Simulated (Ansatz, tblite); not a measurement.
Cost and result up the ladder for (OH)3Ti-NH-SiH3 (TiSiNO3H7) (13 atoms). Total charge 0; singlet. Geometry: r2SCAN-D4/def2-SVP.

```
atom    x (Å)    y (Å)    z (Å)
 Ti1  -0.3669   1.0229   0.2463
  O2   0.4013   0.5630   1.8126
  O3  -2.0989   1.4681   0.3905
  O4   0.5664   2.3565  -0.5118
  N5  -0.2511  -0.5686  -0.7774
 Si6   0.7857  -1.9186  -0.3938
  H7  -0.0248   0.1584   2.5791
  H8  -2.5434   2.3079   0.2233
  H9   1.1969   2.3587  -1.2415
 H10  -0.9899  -0.7474  -1.4597
 H11   2.1694  -1.4398  -0.1063
 H12   0.8356  -2.8596  -1.5584
 H13   0.3195  -2.7014   0.7970
```

Ansatz; hardware A = 2 threads of AMD EPYC 7R13 on a shared host; B = 2 threads of AMD EPYC 7R13 on a shared host and a share (18 GiB) of an NVIDIA H100 80GB HBM3; xTB runs through tblite on one thread. Times are rough, summed over both states, and most runs start from the orbitals of an earlier one. PBE0-D4/def2-TZVP serves as the yardstick here, not as an exact answer. Differences are given only for rows in sets of like size (and for xTB, whose basis is part of the method), since another set adds its own error. The other state is a doublet.

The xTB rows come from tblite. Correlated methods freeze 14 core orbitals; core or outer-core shells of Ti are correlated, in sets that lack core-valence functions. The rows differ in basis, and correlated rows in double-zeta sets carry the largest basis error.

Correlated methods converge slowly with the basis, most of all in double-zeta sets.

Raw xTB energies of ions are shifted by several eV.

```json
{"level": "GFN2-xTB", "functions": "41", "wall time": "0.019 s"}
{"level": "GFN1-xTB", "functions": "48", "wall time": "0.025 s"}
{"level": "CCSD(T)/def2-SVP [B]", "functions": "140", "wall time": "12 s"}
{"level": "PBE-D4/def2-TZVP (with forces) [A]", "functions": "248", "wall time": "16 s"}
{"level": "r2SCAN-D4/def2-TZVP [A]", "functions": "248", "wall time": "26 s"}
{"level": "PBE0-D4/def2-TZVP [A]", "functions": "248", "wall time": "27 s"}
```

(1) Estimate what each level gives for the vertical IE (eV).

Results:

(1) 
```json
{"level": "GFN2-xTB", "vertical IE (eV)": "13.21", "difference from PBE0-D4/def2-TZVP (eV)": "3.88"}
{"level": "GFN1-xTB", "vertical IE (eV)": "14.35", "difference from PBE0-D4/def2-TZVP (eV)": "5.03"}
{"level": "CCSD(T)/def2-SVP [B]", "vertical IE (eV)": "9.09", "difference from PBE0-D4/def2-TZVP (eV)": "–"}
{"level": "PBE-D4/def2-TZVP (with forces) [A]", "vertical IE (eV)": "9.04", "difference from PBE0-D4/def2-TZVP (eV)": "-0.29"}
{"level": "r2SCAN-D4/def2-TZVP [A]", "vertical IE (eV)": "9.15", "difference from PBE0-D4/def2-TZVP (eV)": "-0.18"}
{"level": "PBE0-D4/def2-TZVP [A]", "vertical IE (eV)": "9.33", "difference from PBE0-D4/def2-TZVP (eV)": "0.00"}
```
